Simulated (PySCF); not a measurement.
Isomers of C8H16N2, mass 140.131 u with the commonest isotopes. Method used: PBE0/pcSseg-1 in PySCF (dipole) on a GFN2-xTB geometry, gas phase. One conformer each, none proved a minimum here; rigid rotors.

**Question.** Order these by rotational constant C, largest first.
A. `[CH3:1][N:2]1[CH2:3][C@@H:4]([C:5]([CH3:6])([CH3:7])[CH3:8])[CH:9]=[N:10]1` with C1–N2–C3–C4 -156°, N2–C3–C4–C5 -108°, C3–C4–C9–N10 -7°, C1–N2–N10–C9 153°
B. `[CH3:1][CH2:2]/[CH:3]=[N:4]\[N:5]([CH3:6])[CH:7]1[CH2:8][CH2:9][CH2:10]1` with C1–C2–C3–N4 -166°, C3–N4–N5–C6 16°, N4–N5–C7–C8 35°, N5–C7–C8–C9 -135°, C7–C8–C9–C10 14°, C8–C9–C10–C7 -14°, N5–C7–C10–C9 134°
C. `[CH2:1]=[CH:2][CH2:3][N:4]([CH3:5])[N:6]1[CH2:7][CH2:8][CH2:9][CH2:10]1` with C1–C2–C3–N4 136°, C2–C3–N4–C5 -70°, C3–N4–N6–C7 162°, N4–N6–C7–C8 158°, N6–C7–C8–C9 -44°, C7–C8–C9–C10 34°, C8–C9–C10–N6 -13°
D. `[CH3:1][C:2]([CH3:3])=[N:4]/[N:5]=[C:6](/[CH3:7])[CH:8]([CH3:9])[CH3:10]` with C2–N4–N5–C6 -99°, N5–C6–C8–C9 -104°

**Answer.** A (813.2 MHz), D (705.8 MHz), C (601.6 MHz), B (588.1 MHz).

**Question.** Order these by out-of-plane moment Σ m c² = (Ia + Ib − Ic)/2, smallest first.
A. `[CH3:1][CH2:2]/[CH:3]=[N:4]\[N:5]([CH3:6])[CH:7]1[CH2:8][CH2:9][CH2:10]1` with C1–C2–C3–N4 -166°, C3–N4–N5–C6 16°, N4–N5–C7–C8 35°, N5–C7–C8–C9 -135°, C7–C8–C9–C10 14°, C8–C9–C10–C7 -14°, N5–C7–C10–C9 134°
B. `[CH3:1][C:2]([CH3:3])=[N:4]/[N:5]=[C:6](/[CH3:7])[CH:8]([CH3:9])[CH3:10]` with C2–N4–N5–C6 -99°, N5–C6–C8–C9 -104°
C. `[CH3:1][N:2]1[CH2:3][C@@H:4]([C:5]([CH3:6])([CH3:7])[CH3:8])[CH:9]=[N:10]1` with C1–N2–C3–C4 -156°, N2–C3–C4–C5 -108°, C3–C4–C9–N10 -7°, C1–N2–N10–C9 153°
D. `[CH2:1]=[CH:2][CH2:3][N:4]([CH3:5])[N:6]1[CH2:7][CH2:8][CH2:9][CH2:10]1` with C1–C2–C3–N4 136°, C2–C3–N4–C5 -70°, C3–N4–N6–C7 162°, N4–N6–C7–C8 158°, N6–C7–C8–C9 -44°, C7–C8–C9–C10 34°, C8–C9–C10–N6 -13°

**Answer.** D (25.18 u·Å²), A (51.43 u·Å²), C (67.45 u·Å²), B (111.00 u·Å²).

**Question.** Order these by radius of gyration √(Σ m r²/M), largest first.
A. `[CH3:1][C:2]([CH3:3])=[N:4]/[N:5]=[C:6](/[CH3:7])[CH:8]([CH3:9])[CH3:10]` with C2–N4–N5–C6 -99°, N5–C6–C8–C9 -104°
B. `[CH3:1][N:2]1[CH2:3][C@@H:4]([C:5]([CH3:6])([CH3:7])[CH3:8])[CH:9]=[N:10]1` with C1–N2–C3–C4 -156°, N2–C3–C4–C5 -108°, C3–C4–C9–N10 -7°, C1–N2–N10–C9 153°
C. `[CH3:1][CH2:2]/[CH:3]=[N:4]\[N:5]([CH3:6])[CH:7]1[CH2:8][CH2:9][CH2:10]1` with C1–C2–C3–N4 -166°, C3–N4–N5–C6 16°, N4–N5–C7–C8 35°, N5–C7–C8–C9 -135°, C7–C8–C9–C10 14°, C8–C9–C10–C7 -14°, N5–C7–C10–C9 134°
D. `[CH2:1]=[CH:2][CH2:3][N:4]([CH3:5])[N:6]1[CH2:7][CH2:8][CH2:9][CH2:10]1` with C1–C2–C3–N4 136°, C2–C3–N4–C5 -70°, C3–N4–N6–C7 162°, N4–N6–C7–C8 158°, N6–C7–C8–C9 -44°, C7–C8–C9–C10 34°, C8–C9–C10–N6 -13°

**Answer.** C (2.549 Å), D (2.485 Å), A (2.429 Å), B (2.217 Å).

```csv
SMILES,point group,Ia (u·Å²),Ib (u·Å²),Ic (u·Å²),κ,μa (D),μb (D),μc (D)
C=CCN(C)N1CCCC1,C1,148.17,742.20,840.02,-0.94,0.63,0.28,0.15
CC(C)=N/N=C(/C)C(C)C,C1,246.93,691.16,716.08,-0.96,0.40,1.27,1.82
CN1C[C@@H](C(C)(C)C)C=N1,C1,192.10,564.27,621.47,-0.91,0.90,1.56,0.90
CC/C=N\N(C)C1CCC1,C1,173.10,789.12,859.35,-0.96,0.58,1.77,0.54
```
